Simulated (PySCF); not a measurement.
**From a computed spectrum to the compound**

A species of 7 atoms with charge 0 has these harmonic modes (PBE0, small Gaussian bases with core potentials, PySCF 2.14.0):

| cm⁻¹ | km/mol | symmetry |
| --- | --- | --- |
| 29 | 2.3 | a'' |
| 45 | 12.5 | a' |
| 71 | 0.7 | a'' |
| 85 | 59.5 | a' |
| 119 | 9.1 | a' |
| 130 | 12.4 | a'' |
| 256 | 263.2 | a' |
| 278 | 15.0 | a' |
| 428 | 41.0 | a'' |
| 544 | 177.8 | a' |
| 546 | 207.7 | a'' |
| 550 | 35.1 | a' |
| 1626 | 83.2 | a' |
| 3854 | 115.5 | a' |
| 3947 | 179.8 | a'' |

**Question.** Which species is it, and in which structure?

**Answer.** PrF3(H2O) (singlet in the valence; each metal's 4f electrons, 2 of them, lie in its core potential, out of spins and levels):
```xyz
7

Pr    0.0661   -0.0646    0.0646
F     1.1181    1.4105    1.1486
F    -1.3684   -1.1567    1.1567
F     1.1181   -1.1486   -1.4105
O    -1.3948    1.4122   -1.4122
H    -1.7320    2.2911   -1.1987
H    -1.7320    1.1987   -2.2911
```
Ideal gas at 298.15 K and 1 bar: S = 430.5 J/(mol K), Cp = 117.4 J/(mol K), H − H(0 K) = 26.8 kJ/mol (rigid rotor, harmonic modes, spin degeneracy alone, that of the 4f electrons in the core included; the modes under 60 cm⁻¹ make these uncertain). An lcecp potential fixes the number of 4f electrons, so in runs with it no electron can move into or out of that shell.
 The answer isn't unique; the calculation gave this one.
